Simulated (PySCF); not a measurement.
# propyl acetate: calculation and literature

Cartesian coordinates in Å; atom numbers follow the order of the lines, from 1:
```xyz
17

C    -2.7611   -0.1623   -0.0046
C    -1.3084   -0.5431    0.2223
C    -0.4616    0.6755    0.5140
O     0.9008    0.3277    0.7809
C     1.6974    0.1760   -0.2863
C     3.0948   -0.1657    0.1320
O     1.3309    0.3171   -1.4225
H    -2.8652    0.4994   -0.8681
H    -3.3751   -1.0459   -0.1875
H    -3.1777    0.3560    0.8638
H    -1.2242   -1.2421    1.0602
H    -0.9078   -1.0454   -0.6618
H    -0.8036    1.1804    1.4195
H    -0.4943    1.3777   -0.3219
H     3.6530   -0.5278   -0.7278
H     3.5785    0.7337    0.5206
H     3.0896   -0.9079    0.9302
```

Single conformer, fast rotation and ring inversion assumed for equivalent nuclei, no relativistic terms, no solvent. σ from GIAO-B97-2/pcSseg-2; geometry from PBE0-D3(BJ)/def2-TZVP; PySCF 2.14.0 with density-fitted response routines.

Reference values: measured (solution, not stated per compound (mostly CDCl3 or CCl4); Pretsch, Buehlmann, Badertscher, Structure Determination of Organic Compounds, 4th ed. (2009)).
```csv
atoms,quantity,reference,computed,"computed, scaled"
C3,δ ¹³C,66.2,70.2,65.7
C2,δ ¹³C,22.4,26.2,23.2
C1,δ ¹³C,10.5,11.9,9.5
H13/H14,δ ¹H,4.02,3.97,3.87
H11/H12,δ ¹H,1.65,1.63,1.67
H8/H9/H10,δ ¹H,0.95,0.87,0.96
```

Computed shifts are σ(ref) − σ with the named reference compound (TMS for H and C) calculated as an isolated molecule at the same level. The measured values may be among those fitted. Scaled to experiment by linear calibration (H and C: mostly CDCl3 data, vs TMS): ¹³C (scatter 2.0 ppm rms, 2.1 ppm with the 1 outlier that the fit left out); ¹H (scatter 0.14 ppm rms, 0.16 ppm with the 4 outliers that the fit left out). Occasional misses reach two or three times the rms, and more in compound classes unlike the fitted ones.

**Question.** How far are the unscaled ¹³C shifts from the references?

**Answer.** Mean signed difference +3.07 ppm, mean absolute 3.07 ppm over 3 comparisons; the largest is +4.0 ppm at C3 (sp3 CH2 bonded to O).

**Question.** How far are the unscaled ¹H shifts from the references?

**Answer.** Mean signed difference -0.05 ppm, mean absolute 0.05 ppm over 3 comparisons; the largest is -0.08 ppm at H8/H9/H10 (hydrogen on a methyl carbon).

The protons averaged at δ 3.97 differ by 1.2 ppm in this conformer, so that average is uncertain.
